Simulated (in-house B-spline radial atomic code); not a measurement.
Computed with a B-spline radial atomic code. Model: two electrons, singlet ground state, non-relativistic, full CI in B-splines with partial waves to l = 8 (at full coupling up to 3e-4 hartree above the limit, correlation up to 0.6 % small), density held at that of full coupling by Lieb maximisation.

W(λ) is the mean repulsion in the state of coupling λ less the Hartree energy of the fixed density. Its start is exact exchange, its initial slope is twice the second-order Görling-Levy correlation energy, and its area from 0 to 1 is E_xc. A straight curve means weak, dynamic correlation, and a curve that drops fast and flattens means strong correlation.

Command:
```bash
python run_ac.py task.json out
```
Settings (lengths in bohr, energies in hartree):
```
potential              yukawa
strength               7.41
lmax                   8
second                 2.64
```

Run time, properties included: 14 s on 1 thread of Intel(R) Xeon(R) Processor @ 2.30GHz (shared host).

**W = mean repulsion less Hartree energy, and W of three functionals.**

Given: confinement screened point charge; nuclear charge 7.41; screening of the nucleus 2.64 1/bohr; external potential -Z exp(-k r)/r.

Computed: LDA exchange minus exact 550.54 millihartree; PBE exchange minus exact 50.647 millihartree.

| coupling | W xc (hartree) | W xc minus exchange (millihartree) | kinetic minus Kohn-Sham (millihartree) | LDA (PW92) W minus its exchange (millihartree) | PBE W minus its exchange (millihartree) | SCAN W minus its exchange (millihartree) |
| --- | --- | --- | --- | --- | --- | --- |
| 0 | -3.9738 | 0 | 0 | 0 | 0 | 0 |
| 0.02 | -3.9757 | -1.91 | 0 | -15.15 | -1.78 | -1.84 |
| 0.05 | -3.9786 | -4.772 | 0.1 | -32.27 | -4.47 | -4.57 |
| 0.12 | -3.9852 | -11.407 | 0.7 | -64.86 | -10.79 | -10.85 |
| 0.25 | ? | ? | ? | ? | ? | ? |
| 0.4 | -4.0112 | -37.417 | 7.4 | -160.8 | -36.24 | -35.1 |
| 0.6 | -4.0293 | -55.493 | 16.5 | -214.69 | -54.31 | -51.73 |
| 0.8 | -4.047 | -73.167 | 28.8 | -261.97 | -72.18 | -67.87 |
| 1 | -4.0643 | -90.449 | 44.4 | -304.56 | -89.8 | -83.56 |
| 1.4 | -4.0977 | -123.89 | 84.4 | -379.72 | -124.17 | -113.74 |
| 2 | ? | ? | ? | ? | ? | ? |
| 3 | -4.2181 | -244.28 | 346.6 | -605.37 | -249.67 | -221.25 |
| 4.5 | -4.3146 | -340.75 | 706.6 | -759.26 | -351.39 | -307.17 |
| 7 | -4.4481 | -474.24 | 1467.9 | -952.65 | -493.8 | -427.2 |
| 10 | -4.5747 | -600.89 | 2536.7 | -1125.1 | -631.6 | -543.53 |

Task: What belongs in the row 0.25?

Result: W xc (hartree): -3.9974; W xc minus exchange (millihartree): -23.587; kinetic minus Kohn-Sham (millihartree): 2.9; LDA (PW92) W minus its exchange (millihartree): -113.74; PBE W minus its exchange (millihartree): -22.6; SCAN W minus its exchange (millihartree): -22.26.

Task: What belongs in the row 2?

Result: W xc (hartree): -4.1453; W xc minus exchange (millihartree): -171.42; kinetic minus Kohn-Sham (millihartree): 165.1; LDA (PW92) W minus its exchange (millihartree): -475.24; PBE W minus its exchange (millihartree): -173.47; SCAN W minus its exchange (millihartree): -156.32.

Task: What is the SCAN exchange minus exact?

Result: -16.877 millihartree.

**Energy parts, natural occupations and partial-wave weights.**

Computed: total energy -20.4397 hartree; exchange energy -3.9738 hartree; correlation energy -0.046079 hartree; initial slope twice GL2 -0.095562 hartree; kinetic part over minus potential part 0.49055; Hartree energy 7.9477 hartree; Lieb Oxford ratio E_xc over LDA exchange 1.1743.

```tsv
natural	occupation of the shell (electrons)
s	1.9987
p	?
s	0.00057634
d	3.5171e-05
p	2.8237e-05
s	1.449e-05
```

Task: What belongs in the row p?

Result: occupation of the shell (electrons): 0.00063955.

```
wave      weight
   s     0.99964
   p  0.00033548
   d  2.0041e-05
   f           ?
   g  7.1515e-07
```

Task: What belongs in the row f?

Result: weight: 2.9982e-06.

Task: What is the kinetic part of the DFT correlation energy?

Result: 0.04437 hartree.

Task: What is the Kohn-Sham kinetic?

Result: 42.585 hartree.

Half-way to full coupling W has made 51 % of its drop, against 50 % for a straight line, and second-order (GL2) theory, half the initial slope, overshoots the correlation energy by about 4 %: correlation is weak here. Over couplings 0 to 1 the errors in E_xc come to about +418 millihartree for LDA, +52 millihartree for PBE, -14 millihartree for SCAN, so SCAN is nearest. In LDA and SCAN the errors of exchange and correlation have opposite signs, so the sum is smaller than the larger of the two.
